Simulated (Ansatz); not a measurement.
Ansatz (a quantum-chemistry and plane-wave program) input (B3LYP/6-31G*):

Ansatz 0.2 input:
```yaml
crystal:
  periodic: [false, false, false]
  atoms:
    - {symbol: N, position_ang: [-2.29183800, -0.48246700, -0.15866300]}
    - {symbol: Si, position_ang: [-0.97253600, 0.57820000, 0.11696000]}
    - {symbol: N, position_ang: [0.46672400, -0.32108800, 0.46254500]}
    - {symbol: Si, position_ang: [2.02120900, -0.24927800, -0.30149000]}
    - {symbol: H, position_ang: [-3.21733800, -0.24536900, 0.15935400]}
    - {symbol: H, position_ang: [-2.31370700, -1.12835800, -0.93153900]}
    - {symbol: H, position_ang: [-1.41359100, 1.42385800, 1.25168100]}
    - {symbol: H, position_ang: [-0.58656800, 1.44299800, -1.02368900]}
    - {symbol: H, position_ang: [0.35363000, -1.06231000, 1.14340800]}
    - {symbol: H, position_ang: [2.19810600, 1.11747500, -0.86191100]}
    - {symbol: H, position_ang: [3.07384100, -0.52831600, 0.71893800]}
basis:
  gaussian:
    orbitals: 6-31G*
hamiltonian:
  xc: {name: B3LYP}
magnetization: {spin_polarized: true, initial_magnetization: 1}
relax: {f_tol: 0.003, max_steps: 120}
```

Output:

```
Functional definition: B3LYP
integrals: 0.03 GiB planned
910 factors; integrals over basis functions are off by at most 5.6e-4 eV
mean field: 0.49 GiB planned
mean field evaluation 1: about -18838.5661 eV, gradient 5.4e1 eV
mean field evaluation 2: about -18813.2694 eV, gradient 8.6e1 eV
mean field evaluation 4: about -18849.5556 eV, gradient 7.0e0 eV
mean field evaluation 8: about -18849.7693 eV, gradient 4.4e-2 eV
mean field evaluation 16: about -18849.7693 eV, gradient 2.9e-5 eV
mean field -18849.76934107 eV, -692.7162464519 hartree, gradient 2.9e-5 eV, S^2 0.751673; 0 other end points of the search recorded, 0 dependent functions left out
the calculation of the forces begins
reference -18849.76960262 eV, -692.7162560634 hartree; 25, 24 occupied and 57, 58 virtual orbitals, 910 factors
relax step   1: F+E_penalty+E_count = -18849.76934107 eV  Δ(F+E_penalty+E_count) = +0.000e0 eV  max|allowed force component| = 2.386e-1 eV/Å  Δτ_max = 0.0000 Å  (28 SCF iters, accepted)
these checks for a lower state are left out or cut short: starts, cluster_reference, orbital_swaps, neighbouring_geometries, increment
integrals: 0.03 GiB planned
910 factors; integrals over basis functions are off by at most 5.6e-4 eV
mean field: 0.49 GiB planned
mean field -18849.77918419 eV, -692.7166081798 hartree, gradient 1.4e-5 eV, S^2 0.751706; 0 other end points of the search recorded, 0 dependent functions left out
the calculation of the forces begins
reference -18849.77944578 eV, -692.7166177931 hartree; 25, 24 occupied and 57, 58 virtual orbitals, 910 factors
relax step   2: F+E_penalty+E_count = -18849.77918419 eV  Δ(F+E_penalty+E_count) = -9.843e-3 eV  max|allowed force component| = 1.774e-1 eV/Å  Δτ_max = 0.0215 Å  (27 SCF iters, accepted)
these checks for a lower state are left out or cut short: starts, cluster_reference, orbital_swaps, neighbouring_geometries, increment
integrals: 0.03 GiB planned
910 factors; integrals over basis functions are off by at most 5.6e-4 eV
mean field: 0.49 GiB planned
mean field -18849.78173141 eV, -692.7167017884 hartree, gradient 1.5e-5 eV, S^2 0.751729; 0 other end points of the search recorded, 0 dependent functions left out
the calculation of the forces begins
reference -18849.78199323 eV, -692.7167114102 hartree; 25, 24 occupied and 57, 58 virtual orbitals, 910 factors
relax step   3: F+E_penalty+E_count = -18849.78173141 eV  Δ(F+E_penalty+E_count) = -2.547e-3 eV  max|allowed force component| = 4.781e-2 eV/Å  Δτ_max = 0.0142 Å  (27 SCF iters, accepted)
these checks for a lower state are left out or cut short: starts, cluster_reference, orbital_swaps, neighbouring_geometries, increment
integrals: 0.03 GiB planned
910 factors; integrals over basis functions are off by at most 5.6e-4 eV
mean field: 0.49 GiB planned
mean field evaluation 32: about -18849.7807 eV, gradient 5.9e-2 eV
mean field -18849.78067401 eV, -692.7166629297 hartree, gradient 8.8e-5 eV, S^2 0.751733; 0 other end points of the search recorded, 0 dependent functions left out
the calculation of the forces begins
reference -18849.78093565 eV, -692.7166725448 hartree; 25, 24 occupied and 57, 58 virtual orbitals, 910 factors
relax step   4: F+E_penalty+E_count = -18849.78067401 eV  Δ(F+E_penalty+E_count) = +1.057e-3 eV  max|allowed force component| = 2.202e-1 eV/Å  Δτ_max = 0.0134 Å  (28 SCF iters, rejected (line search))
these checks for a lower state are left out or cut short: starts, cluster_reference, orbital_swaps, neighbouring_geometries, increment
integrals: 0.03 GiB planned
910 factors; integrals over basis functions are off by at most 5.6e-4 eV
mean field: 0.49 GiB planned
mean field -18849.78203943 eV, -692.7167131077 hartree, gradient 1.9e-5 eV, S^2 0.751733; 0 other end points of the search recorded, 0 dependent functions left out
the calculation of the forces begins
reference -18849.78230115 eV, -692.7167227258 hartree; 25, 24 occupied and 57, 58 virtual orbitals, 910 factors
relax step   5: F+E_penalty+E_count = -18849.78203943 eV  Δ(F+E_penalty+E_count) = -3.080e-4 eV  max|allowed force component| = 3.570e-2 eV/Å  Δτ_max = 0.0067 Å  (26 SCF iters, accepted)
these checks for a lower state are left out or cut short: starts, cluster_reference, orbital_swaps, neighbouring_geometries, increment
integrals: 0.03 GiB planned
910 factors; integrals over basis functions are off by at most 5.6e-4 eV
mean field: 0.49 GiB planned
mean field -18849.78224551 eV, -692.7167206811 hartree, gradient 8.8e-5 eV, S^2 0.751730; 0 other end points of the search recorded, 0 dependent functions left out
the calculation of the forces begins
reference -18849.78250723 eV, -692.7167302992 hartree; 25, 24 occupied and 57, 58 virtual orbitals, 910 factors
relax step   6: F+E_penalty+E_count = -18849.78224551 eV  Δ(F+E_penalty+E_count) = -2.061e-4 eV  max|allowed force component| = 8.809e-3 eV/Å  Δτ_max = 0.0145 Å  (28 SCF iters, accepted)
these checks for a lower state are left out or cut short: starts, cluster_reference, orbital_swaps, neighbouring_geometries, increment
integrals: 0.03 GiB planned
910 factors; integrals over basis functions are off by at most 5.6e-4 eV
mean field: 0.49 GiB planned
mean field -18849.78225125 eV, -692.7167208922 hartree, gradient 2.4e-5 eV, S^2 0.751736; 0 other end points of the search recorded, 0 dependent functions left out
the calculation of the forces begins
reference -18849.78251287 eV, -692.7167305066 hartree; 25, 24 occupied and 57, 58 virtual orbitals, 910 factors
relax step   7: F+E_penalty+E_count = -18849.78225125 eV  Δ(F+E_penalty+E_count) = -5.743e-6 eV  max|allowed force component| = 1.187e-2 eV/Å  Δτ_max = 0.0045 Å  (25 SCF iters, accepted)
these checks for a lower state are left out or cut short: starts, cluster_reference, orbital_swaps, neighbouring_geometries, increment
integrals: 0.03 GiB planned
910 factors; integrals over basis functions are off by at most 5.6e-4 eV
mean field: 0.49 GiB planned
mean field -18849.78227984 eV, -692.7167219427 hartree, gradient 5.8e-5 eV, S^2 0.751733; 0 other end points of the search recorded, 0 dependent functions left out
the calculation of the forces begins
reference -18849.78254154 eV, -692.7167315599 hartree; 25, 24 occupied and 57, 58 virtual orbitals, 910 factors
relax step   8: F+E_penalty+E_count = -18849.78227984 eV  Δ(F+E_penalty+E_count) = -2.859e-5 eV  max|allowed force component| = 1.503e-3 eV/Å  Δτ_max = 0.0019 Å  (22 SCF iters, accepted)
integrals: 0.03 GiB planned
910 factors; integrals over basis functions are off by at most 5.6e-4 eV
mean field: 0.49 GiB planned
mean field evaluation 64: about -18849.7819 eV, gradient 2.4e-1 eV
mean field -18849.78227984 eV, -692.7167219427 hartree, gradient 5.8e-5 eV, S^2 0.751733; 1 other end points of the search recorded, 0 dependent functions left out
the calculation of the forces begins
reference -18849.78254154 eV, -692.7167315599 hartree; 25, 24 occupied and 57, 58 virtual orbitals, 910 factors
Total energy: -18849.78254154 eV, -692.7167315599 hartree
Atom 0 at    -2.298668    -0.507894    -0.144385 Å, force    -0.000541     0.000344    -0.001460 eV/Å
Atom 1 at    -0.983396     0.581878     0.121887 Å, force    -0.000915    -0.000984     0.000664 eV/Å
Atom 2 at     0.477414    -0.304479     0.478495 Å, force    -0.000982    -0.001503    -0.000339 eV/Å
Atom 3 at     2.037197    -0.263729    -0.310429 Å, force    -0.000762     0.000690     0.000872 eV/Å
Atom 4 at    -3.231965    -0.241445     0.143575 Å, force     0.000727    -0.000188    -0.000212 eV/Å
Atom 5 at    -2.322169    -1.123477    -0.948359 Å, force     0.000873    -0.000003     0.000853 eV/Å
Atom 6 at    -1.447401     1.423591     1.258795 Å, force     0.000147     0.000721    -0.000008 eV/Å
Atom 7 at    -0.601297     1.465121    -1.014457 Å, force     0.000122     0.000918     0.000501 eV/Å
Atom 8 at     0.359210    -1.053603     1.157255 Å, force    -0.000256     0.000170     0.000632 eV/Å
Atom 9 at     2.230881     1.103627    -0.880453 Å, force     0.000577    -0.000468    -0.000785 eV/Å
Atom 10 at     3.098127    -0.534245     0.713671 Å, force     0.001010     0.000303    -0.000720 eV/Å
Dipole moment:    -0.378224    -0.190070    -0.011559 e Å
```

The geometry given is a B3LYP-D3(BJ)/def2-TZVP minimum.
